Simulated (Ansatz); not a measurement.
Input for Ansatz (a program for electronic structure): R-B3LYP/def2-TZVPP on BF2H3Si (SMILES FB(F)[SiH3]), a point of a torsion scan.

Ansatz 0.2 input:
```yaml
crystal:
  periodic: [false, false, false]
  atoms:
    - {symbol: F, position_ang: [1.82509642, -1.22220293, 0.00163245]}
    - {symbol: B, position_ang: [1.15306754, -0.08481868, 0.00554928]}
    - {symbol: F, position_ang: [1.96147533, 0.95981415, -0.02182033]}
    - {symbol: Si, position_ang: [-0.82624524, 0.04438291, 0.03232776]}
    - {symbol: H, position_ang: [-1.45874528, -1.18791392, 0.51045811]}
    - {symbol: H, position_ang: [-1.29505676, 1.13693779, 0.89040511]}
    - {symbol: H, position_ang: [-1.36200743, 0.30518013, -1.30941085]}
basis:
  gaussian:
    orbitals: def2-TZVPP
hamiltonian:
  xc: {name: B3LYP}
scf: {lower_state_search: off}
```

Output:

```
WARN ansatz: RAYON_NUM_THREADS=1 ignored (pool sized by the plan → 1); use --threads N
Functional definition: B3LYP
these checks for a lower state are left out or cut short: stability, starts, cluster_reference, orbital_swaps, neighbouring_geometries, increment
integrals: 0.08 GiB planned
949 factors; their error is unknown
mean field: 0.70 GiB planned
mean field evaluation 1: about -14040.7036 eV, gradient 4.0e1 eV
mean field evaluation 2: about -14038.2721 eV, gradient 6.1e1 eV
mean field evaluation 4: about -14043.0129 eV, gradient 9.6e-1 eV
mean field evaluation 8: about -14043.0422 eV, gradient 1.7e-1 eV
mean field evaluation 16: about -14043.0423 eV, gradient 2.3e-6 eV
mean field -14043.04227679 eV, -516.0722849560 hartree, gradient 2.3e-6 eV, S^2 0.000000; 0 other end points of the search recorded, 0 dependent functions left out
reference -14043.04252726 eV, -516.0722941608 hartree; 20, 20 occupied and 157, 157 virtual orbitals, 949 factors
Total energy: -14043.04252726 eV, -516.0722941608 hartree
Checks for a lower state left out: stability, starts, cluster_reference, orbital_swaps, neighbouring_geometries, increment
```

The calculation finished and met its thresholds.

Cost: around 4 core-seconds (rough).
